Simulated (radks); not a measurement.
Question: These are the eigenvalues of the occupied orbitals of an atom or ion with whole-number occupations (eV). All-electron calculation, Dirac Kohn-Sham, PBE, spin-unpolarised, spherical densities, finite nucleus; Fermi nuclear charge, rms radius of each element as measured or else 0.836 A^(1/3) + 0.57 fm. Program: a radial shooting solver on a logarithmic mesh with Libxc functionals.

| orbital | eigenvalue |
|---|---|
| 1s1/2 | -2432.098 |
| 2s1/2 | -237.3575 |
| 2p1/2 | -183.0730 |
| 2p3/2 | -181.8064 |
| 3s1/2 | -39.3680 |
| 3p1/2 | -28.0319 |

Which element is it, and in what charge state? The configuration may be excited. Open shells, if any, fill j = l - 1/2 first.

Answer: Z = 16, sulfur, charge +2: S2+ in [Ne] 3s2 3p2. The list shows which subshells hold electrons but not how many an open one holds; the 1s level, -89.378 hartree, gives Z - s = 13.4 by -(Z - s)^2/2, which with screening and relativity narrows Z to a few neighbours, and the depths of the outer levels then fix element, charge and occupations together.
